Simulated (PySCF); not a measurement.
Compound: CH₈BNSSi.
Structure used (GFN2-xTB), in Å, numbered top down from 1:
```xyz
13
CH8BNSSi angstrom
C     -2.883   -0.045   -0.581
S     -1.653   -0.851    0.503
B     -0.113   -0.071    0.021
N      1.078   -0.431    0.658
Si     2.699    0.126    0.345
H     -3.405    0.717   -0.010
H     -2.385    0.398   -1.437
H     -3.584   -0.808   -0.905
H     -0.109    0.727   -0.834
H      0.994   -1.128    1.383
H      3.504   -0.507    1.389
H      2.735    1.586    0.443
H      3.116   -0.299   -0.994
```

Jobs on this species (13 atoms, 56 electrons) with PySCF (density fitting). Hardware of each: one thread of an Arm Neoverse V1, on a shared host. Other jobs ran on the host; a repeat could differ by tens of per cent or more. Peak memory is the resident size of the whole Python process, interpreter and libraries included.

| level and settings | work | basis functions | SCF cycles | wall time | peak memory |
| --- | --- | --- | --- | --- | --- |
| B97-D/6-31++G**, IEF-PCM dimethylsulfoxide, energy threshold 1e-11 Eh | shieldings, charges and field gradients | 146 | ? | ? | ? |
| PBE0/pcSseg-1 | shieldings, charges and field gradients, density and orbital grids written | 139 | ? | ? | ? |
| PBE/STO-3G, start guess sap | spin–spin couplings from 12 perturbed nuclei, spin–dipole term for 3 of them | 41 | ? | ? | ? |
| PBE0/def2-TZVP, start guess huckel | spin–spin couplings from 12 perturbed nuclei, spin–dipole term for 3 of them | 215 | 12 | 52 s | 0.85 GiB |
| B3LYP/6-31++G**, IEF-PCM tetrahydrofuran, start guess atom | shieldings, charges and field gradients | 146 | 11 | 19 s | 0.80 GiB |
| PBE0/def2-SVPD | 6 singlets by full TDDFT, 2 Tamm–Dancoff triplets, polarisability, density and orbital grids written | 175 | 12 | 24 s | 0.73 GiB |
| PBE0/6-31G, start guess vsap | shieldings | 69 | 13 | 6.3 s | 0.66 GiB |

Task: Fill in the missing figures.

Result: 
- B97-D/6-31++G**, IEF-PCM dimethylsulfoxide, energy threshold 1e-11 Eh; shieldings, charges and field gradients: 18 s, 0.80 GiB, 12 SCF cycles
- PBE0/pcSseg-1; shieldings, charges and field gradients, density and orbital grids written: 20 s, 0.66 GiB, 12 SCF cycles
- PBE/STO-3G, start guess sap; spin–spin couplings from 12 perturbed nuclei, spin–dipole term for 3 of them: 6.7 s, 0.48 GiB, 15 SCF cycles

Task: What do all jobs in the table cost together?

Result: About 2.4 min; the longest takes about 36 % of that, and about 8.3 times as long as the shortest.

B97-D is run here without its empirical dispersion term; that term would change no orbital, density or response property at a fixed geometry.
